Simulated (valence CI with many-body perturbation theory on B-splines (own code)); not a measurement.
# E1 transitions of Pm LVI

Level of theory: configuration interaction combined with many-body perturbation theory (CI+MBPT): four valence electrons over a frozen Dirac-Fock core [He], radial functions for each j: 11 s, 11 p, 10 d, 8 f, 5 g, 2 h, with the one-electron correlation potential Σ1 (screened to all orders), the two-electron term Σ2, the three-electron term Σ3, Breit, model QED; selected single and double excitations, second order for the rest, scaled by the run's own slope (own B-spline code, finite nucleus).

The last digits are not significant, and no measured levels were compared; by estimate large intervals hold to a few tenths of a per cent, small ones and those within an open d or f shell to about a per cent. Among the levels kept, up to 900 cm⁻¹ of a level comes from second order outside the variational space, and about a tenth of that is noise between levels of different J, which matters for small intervals.

Lines 201 to 250 of 555 in falling wavelength, among levels below 635.49 Ry, chosen from the strongest by gf and those to the six lowest levels. Wavelengths and rates use the calculated energies. Electric multipoles are in the length gauge with retardation, E1 and E2 with the static RPA response of the core. Weak lines are less certain than strong ones. Lines between different terms over intervals too small for the method are left out, as are lines whose strength nearly cancels. The highest levels of a list are the least certain.

Levels are named by their leading jj configuration (3d3/2^4 stands for four electrons in 3d with j = 3/2), which in mixed levels can hold well under half, so a name can repeat and another be missing. Letters in brackets count levels of one name in rising energy.

```tsv
λ vac (nm)	Upper	Lower	A (s⁻¹)	S (a.u.) with core polarisation	S without
1.458	(2p1/2^2 2p3/2 3p3/2) J=3	(2s 2p1/2^2 3p3/2) J=2	1.40e+12	1.50e-02	1.50e-02
1.457	(2s 2p1/2 2p3/2 3p1/2) J=1 [c]	(2s^2 2p1/2 3p1/2) J=0	2.04e+12	9.36e-03	9.38e-03
1.456	(2s 2p1/2 2p3/2 3d5/2) J=3 [d]	(2s^2 2p1/2 3d5/2) J=3	1.94e+12	2.07e-02	2.07e-02
1.454	(2s 2p1/2 2p3/2 3s) J=2 [c]	(2s^2 2p1/2 3s) J=1	1.60e+12	1.21e-02	1.22e-02
1.454	(2p1/2^2 2p3/2 3d3/2) J=2	(2s 2p1/2^2 3d3/2) J=2	7.12e+11	5.39e-03	5.40e-03
1.453	(2p1/2 2p3/2^2 3p1/2) J=1 [b]	(2s 2p1/2 2p3/2 3p1/2) J=2 [c]	1.12e+12	5.09e-03	5.10e-03
1.452	(2s 2p1/2 2p3/2 3d5/2) J=2 [c]	(2s^2 2p1/2 3d5/2) J=2	1.61e+12	1.22e-02	1.22e-02
1.452	(2s 2p3/2^2 3d3/2) J=2 [b]	(2s^2 2p3/2 3d3/2) J=1	8.45e+11	6.38e-03	6.40e-03
1.452	(2s 2p1/2 2p3/2 3d5/2) J=2 [d]	(2s^2 2p1/2 3d5/2) J=3	1.84e+12	1.39e-02	1.39e-02
1.451	(2s 2p1/2 2p3/2 3s) J=1 [c]	(2s^2 2p1/2 3s) J=0	1.97e+12	8.92e-03	8.94e-03
1.450	(2s 2p1/2 2p3/2 3d5/2) J=1 [c]	(2s^2 2p1/2 3d5/2) J=2	2.05e+12	9.26e-03	9.28e-03
1.449	(2s 2p1/2 2p3/2 3p3/2) J=1 [c]	(2s^2 2p1/2 3p3/2) J=1	1.57e+12	7.06e-03	7.07e-03
1.448	(2s 2p1/2 2p3/2 3p3/2) J=2 [d]	(2s^2 2p1/2 3p3/2) J=2	1.42e+12	1.06e-02	1.06e-02
1.447	(2s 2p1/2 2p3/2 3d3/2) J=1 [d]	(2s^2 2p1/2 3d3/2) J=1	1.15e+12	5.18e-03	5.19e-03
1.447	(2s 2p1/2 2p3/2 3d3/2) J=1 [c]	(2s^2 2p1/2 3d3/2) J=2	2.09e+12	9.39e-03	9.41e-03
1.447	(2p1/2 2p3/2^2 3p1/2) J=0	(2s 2p1/2 2p3/2 3p1/2) J=1 [c]	3.12e+12	4.66e-03	4.67e-03
1.445	(2p1/2^2 2p3/2 3d3/2) J=2	(2s 2p1/2^2 3d3/2) J=1	6.53e+11	4.86e-03	4.87e-03
1.445	(2p1/2^2 2p3/2 3d5/2) J=3	(2s 2p1/2^2 3d5/2) J=2	5.93e+11	6.18e-03	6.19e-03
1.445	(2s 2p3/2^2 3s) J=1 [b]	(2s^2 2p3/2 3s) J=1	3.03e+12	1.35e-02	1.35e-02
1.444	(2s 2p3/2^2 3d5/2) J=3 [c]	(2s^2 2p3/2 3d5/2) J=2	8.55e+11	8.90e-03	8.92e-03
1.443	(2p1/2^2 2p3/2 3d3/2) J=3	(2s 2p1/2^2 3d3/2) J=2	1.21e+12	1.26e-02	1.26e-02
1.443	(2s 2p3/2^2 3s) J=1 [a]	(2s^2 2p3/2 3s) J=2	1.79e+12	7.94e-03	7.95e-03
1.442	(2s 2p3/2^2 3d3/2) J=1 [c]	(2s^2 2p3/2 3d3/2) J=0	1.06e+12	4.69e-03	4.70e-03
1.442	(2s 2p3/2^2 3d3/2) J=1 [b]	(2s^2 2p3/2 3d3/2) J=2	2.38e+12	1.06e-02	1.06e-02
1.441	(2s 2p3/2^2 3p1/2) J=1 [b]	(2s^2 2p3/2 3p1/2) J=2	1.97e+12	8.73e-03	8.74e-03
1.441	(2s 2p3/2^2 3d3/2) J=3 [b]	(2s^2 2p3/2 3d3/2) J=3	2.28e+12	2.36e-02	2.36e-02
1.440	(2s 2p3/2^2 3p3/2) J=2 [a]	(2s^2 2p3/2 3p3/2) J=3	2.26e+12	1.67e-02	1.67e-02
1.440	(2p1/2 2p3/2^2 3p3/2) J=2 [c]	(2s 2p1/2 2p3/2 3p3/2) J=3 [c]	1.29e+12	9.50e-03	9.52e-03
1.440	(2s 2p1/2 2p3/2 3p3/2) J=1 [d]	(2s^2 2p1/2 3p3/2) J=2	1.67e+12	7.40e-03	7.41e-03
1.440	(2s 2p3/2^2 3d5/2) J=4 [b]	(2s^2 2p3/2 3d5/2) J=4	2.25e+12	2.99e-02	2.99e-02
1.438	(2s 2p3/2^2 3p1/2) J=2 [b]	(2s^2 2p3/2 3p1/2) J=2	2.93e+12	2.15e-02	2.15e-02
1.438	(2s 2p3/2^2 3p3/2) J=3 [b]	(2s^2 2p3/2 3p3/2) J=3	2.43e+12	2.50e-02	2.50e-02
1.438	(2s 2p3/2^2 3p1/2) J=1 [a]	(2s^2 2p3/2 3p1/2) J=1	3.00e+12	1.32e-02	1.32e-02
1.436	(2s 2p3/2^2 3d3/2) J=2 [b]	(2s^2 2p3/2 3d3/2) J=2	1.23e+12	8.99e-03	9.01e-03
1.435	(2s 2p3/2^2 3d5/2) J=3 [b]	(2s^2 2p3/2 3d5/2) J=4	2.35e+12	2.41e-02	2.41e-02
1.435	(2s 2p3/2^2 3d3/2) J=2 [c]	(2s^2 2p3/2 3d3/2) J=3	1.91e+12	1.39e-02	1.40e-02
1.433	(2p1/2^2 2p3/2 3p1/2) J=2	(2s 2p1/2^2 3p1/2) J=1	1.20e+12	8.73e-03	8.75e-03
1.432	(2s 2p3/2^2 3d5/2) J=2 [b]	(2s^2 2p3/2 3d5/2) J=2	6.45e+11	4.67e-03	4.68e-03
1.431	(2s 2p1/2 2p3/2^2) J=0	(2s^2 2p1/2 2p3/2) J=1	1.76e+12	2.55e-03	2.55e-03
1.430	(2p1/2 2p3/2^2 3d5/2) J=3	(2s 2p1/2 2p3/2 3d5/2) J=2 [a]	5.13e+11	5.18e-03	5.19e-03
1.430	(2s 2p1/2 2p3/2^2) J=1 [a]	(2s^2 2p1/2 2p3/2) J=2	1.76e+11	7.61e-04	7.63e-04
1.429	(2s 2p3/2^2 3s) J=2 [b]	(2s^2 2p3/2 3s) J=2	2.78e+12	2.01e-02	2.01e-02
1.429	(2s 2p3/2^2 3d5/2) J=2 [c]	(2s^2 2p3/2 3d5/2) J=3	2.31e+12	1.67e-02	1.67e-02
1.428	(2p1/2^2 2p3/2 3d3/2) J=1	(2s 2p1/2^2 3d3/2) J=1	1.29e+12	5.55e-03	5.56e-03
1.428	(2p1/2^2 2p3/2 3d5/2) J=1	(2s 2p1/2^2 3d5/2) J=2	1.54e+12	6.66e-03	6.67e-03
1.427	(2s 2p3/2^2 3d5/2) J=1 [b]	(2s^2 2p3/2 3d5/2) J=2	2.04e+12	8.79e-03	8.81e-03
1.427	(2p1/2 2p3/2^2 3d3/2) J=4	(2s 2p1/2 2p3/2 3d3/2) J=4	9.53e+11	1.23e-02	1.23e-02
1.425	(2p1/2 2p3/2^2 3p3/2) J=4	(2s 2p1/2 2p3/2 3p3/2) J=4	1.27e+12	1.64e-02	1.64e-02
1.424	(2s 2p3/2^2 3p3/2) J=1 [c]	(2s^2 2p3/2 3p3/2) J=2	2.20e+12	9.40e-03	9.41e-03
1.424	(2p1/2 2p3/2^2 3p1/2) J=3	(2s 2p1/2 2p3/2 3p1/2) J=3	1.27e+12	1.27e-02	1.27e-02
```
